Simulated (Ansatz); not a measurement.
NaLi3, relaxed as a singlet with RKS PBE/def2-TZVP in Ansatz, starting from the GFN1-xTB geometry. Force threshold 0.02 eV/Å.

The structure comes from a short search, and lower isomers may exist.

Start:

Cartesian coordinates in Å:
```
Li 0.438 1.045 -0.247
Li -0.664 -0.924 0.202
Li -2.055 1.076 -0.301
Na 2.280 -1.197 0.346
```

```
step  energy (eV)  largest force component (eV/Å)  SCF passes
   1   -5023.7404                           1.151          25
   2   -5024.0977                           0.453          30
   3   -5024.2094                           0.157          30
   4   -5024.2157                           0.114          29
   5   -5024.2170                           0.106          31
   6   -5024.2243                           0.005          30
```

Force components are those of the run's own axes.

End:

```csv
atom,x (Å),y (Å),z (Å)
Li1,0.5898,1.1633,-0.2673
Li2,-0.6824,-1.1149,0.2526
Li3,-2.4618,1.2911,-0.3668
Na4,2.5545,-1.3395,0.3815
```

By distances, no bond broke or formed, bridged metal pairs apart. The bond that changes most is Li2–Li3, from 2.49 to 3.06 Å (atoms count from 1). Metal–metal contacts that move far: Li2–Li3 2.49 to 3.06 Å, Li1–Li3 2.49 to 3.06 Å.

No frequencies were taken in this run, so the end may be a saddle point.

It took 3.1 s on 4 threads of Arm Neoverse V2 on a shared host.
